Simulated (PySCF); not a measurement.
Be(Et)(OH) (C₂H₆BeO), SMILES C[CH2][Be][OH].

The structure is a stationary point at ωB97X-D3(BJ)/def2-SVP. A frequency run showed that this geometry is not a minimum. The values are those of a single conformer.

Level of theory: PySCF with ωB97X-D3(BJ)/def2-SVP.

Frequencies are harmonic and unscaled.

### Question
Estimate the vibrational spectrum. (Estimate from the structure and the level; the computed values follow.)

### Answer

| mode | ν (cm⁻¹) | IR (km/mol) | Raman (Å⁴/amu) | depolarisation | moving atoms (share of kinetic energy) |
|---|---|---|---|---|---|
| 1 | 41i | 165.3 | 0.5 | 0.75 | H 89 %, O 10 % |
| 2 | 123 | 85.0 | 1.2 | 0.69 | H 70 %, C 21 % |
| 3 | 145 | 114.5 | 0.2 | 0.26 | H 43 %, O 31 %, C 20 % |
| 4 | 176 | 2.1 | 0.0 | – | H 75 %, Be 13 % |
| 5 | 313 | 14.9 | 0.0 | – | H 46 %, Be 46 % |
| 6 | 436 | 58.2 | 0.8 | 0.17 | Be 69 %, C 14 %, O 10 % |
| 7 | 603 | 7.8 | 9.9 | 0.10 | C 43 %, O 31 %, H 19 % |
| 8 | 642 | 65.7 | 0.3 | 0.75 | H 62 %, C 20 %, Be 17 % |
| 9 | 939 | 9.2 | 0.0 | – | H 89 %, C 9 % |
| 10 | 965 | 12.4 | 1.2 | 0.37 | H 85 %, C 14 % |
| 11 | 1042 | 11.7 | 8.6 | 0.37 | C 73 %, H 27 % |
| 12 | 1231 | 5.0 | 1.0 | 0.03 | H 60 %, C 34 % |
| 13 | 1256 | 4.2 | 3.0 | 0.75 | H 78 %, C 22 % |
| 14 | 1406 | 6.6 | 3.0 | 0.75 | H 82 %, C 18 % |
| 15 | 1437 | 10.2 | 13.5 | 0.75 | H 90 %, C 10 % |
| 16 | 1474 | 130.7 | 5.3 | 0.70 | Be 43 %, H 40 %, O 11 % |
| 17 | 1490 | 121.4 | 10.0 | 0.75 | H 59 %, Be 28 % |
| 18 | 1496 | 4.9 | 19.6 | 0.75 | H 97 % |
| 19 | 3039 | 34.0 | 53.1 | 0.37 | H 95 % |
| 20 | 3047 | 27.2 | 185.5 | 0.01 | H 97 % |
| 21 | 3085 | 12.5 | 116.3 | 0.75 | H 91 %, C 9 % |
| 22 | 3127 | 34.7 | 89.2 | 0.72 | H 90 %, C 10 % |
| 23 | 3134 | 38.4 | 43.9 | 0.75 | H 91 %, C 9 % |
| 24 | 4134 | 265.6 | 86.5 | 0.27 | H 94 % |
